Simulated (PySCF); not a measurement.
Species: 3-pyridinesulfonic acid, C5H5NO3S.
Z-matrix (Å and degrees, GFN2-xTB geometry), rows numbered from 1:
```
O 
S   1  1.4241
O   2  1.4305  1  119.86
O   2  1.6184  1  108.60  3  -122.76
C   2  1.7738  1  109.55  3   129.61
C   5  1.3805  2  119.24  1    24.51
C   6  1.3867  5  117.80  2   177.98
C   7  1.3897  6  117.97  5    -0.11
N   8  1.3228  7  123.74  6     0.46
C   9  1.3212  8  118.26  7    -0.39
H   4  0.9583  2  109.51  1   128.08
H   6  1.0785  5  119.20  2    -2.49
H   7  1.0783  6  121.22  5   179.97
H   8  1.0818  7  121.03  6  -179.78
H  10  1.0807  5  120.60  2     2.85
```

The calculation used PBE0/pcSseg-1 in PySCF (dipole) on a GFN2-xTB geometry, gas phase.

Take the most abundant isotopes and a rigid rotor. The values belong to one conformer with, in the numbering `[O:1]=[S:2](=[O:3])([OH:4])[c:5]1[cH:6][cH:7][cH:8][n:9][cH:10]1`, O1–S2–O4–H 128°, O1–S2–C5–C6 25°.

(1) Give the principal moments of inertia and the rotational constants in GHz.

(2) What kind of rotor is it?

(3) What does the inertial defect say?

(4) Give the other two planar moments, Paa and Pbb, and the rms extents of the mass along the axes.

(5) Which types of transition are allowed, and where do some lines up to J = 5 fall?

(6) Estimate the classical rotational partition function at 25 K, 50 K and 500 K.

## Answers

(1) Ia = 186.38, Ib = 597.00, Ic = 680.08 u·Å²; 505379 MHz·u·Å²/I gives 2712, 846.5 and 743.1 MHz, that is A = 2.7116, B = 0.8465, C = 0.7431 GHz.

(2) An asymmetric top: κ = (2 × 846.5 − 2712 − 743.1)/(2712 − 743.1) = -0.89.

(3) Not planar: Δ = Ic − Ia − Ib = -103.30 u·Å². For a rigid frame Δ = −2 Σ m c², so Σ m c² = 51.65 u·Å² lies off the ab plane: 2.96 from hydrogen and 48.69 from heavier atoms. The atom farthest from that plane is 1.70 Å away.

(4) Paa = Σ m a² = (Ib + Ic − Ia)/2 = 545.35 and Pbb = Σ m b² = (Ia + Ic − Ib)/2 = 134.73 u·Å². With the mass M = 159.00 u, the rms extents √(P/M) along a, b and c are 1.85, 0.92, 0.57 Å.

(5) The dipole components are |μa| = 2.38 D, |μb| = 0.72 D, |μc| = 2.02 D. The squared components, which scale the intensities, stand as 1.00 : 0.09 : 0.72 (a : b : c). Some lines, for components of 0.1 D or more:

```
type  branch         J(Ka,Kc)    MHz  lower level (cm⁻¹)
   c       Q  3(1,3) ← 3(0,3)   1625               0.317
   b       Q  5(1,4) ← 5(0,5)   2806               0.791
   b       R  3(0,3) ← 2(1,2)   2986               0.218
   a       R  3(2,2) ← 2(2,1)   4769               0.415
   a       R  3(2,1) ← 2(2,0)   4786               0.415
   b       Q  4(2,2) ← 4(1,3)   5304               0.611
   a       R  4(0,4) ← 3(0,3)   6317               0.317
   a       R  4(2,3) ← 3(2,2)   6355               0.574
   a       R  4(3,1) ← 3(3,0)   6367               0.894
   a       R  4(1,3) ← 3(1,2)   6557               0.392
   b       R  4(1,4) ← 3(0,3)   7768               0.317
   b       Q  4(3,1) ← 4(2,2)   9536               0.788
   b       Q  3(3,0) ← 3(2,1)   9566               0.575
   b       Q  3(3,1) ← 3(2,2)   9586               0.574
   b       Q  5(3,3) ← 5(2,4)   9620               1.051
   c       R  5(1,4) ← 4(0,4)  10672               0.528
   b       R  4(2,3) ← 3(1,2)  11798               0.392
   b       Q  5(4,2) ← 5(3,3)  13406               1.372
   c       R  5(2,4) ← 4(1,4)  14214               0.577
   c       R  3(3,0) ← 2(2,0)  14351               0.415
   c       R  3(3,1) ← 2(2,1)  14355               0.415
   b       R  4(3,2) ← 3(2,1)  15932               0.575
   b       R  4(3,1) ← 3(2,2)  15954               0.574
   c       R  5(4,2) ← 4(3,2)  21367               1.106
   c       R  5(5,0) ← 4(4,0)  25200               1.553
   c       R  5(5,1) ← 4(4,1)  25200               1.553
```

(6) Point group C1, symmetry number σ = 1; q = (√π/σ)·√((kT/h)³/(ABC)), k/h = 20836.6 MHz/K: 16100 at 25 K, 45600 at 50 K, 1440000 at 500 K.

No GFN2-xTB frequencies stand behind this structure, so it isn't proved a minimum. Zero-point vibration and centrifugal distortion are left out. Quadrupole hyperfine structure (14N) is left out.
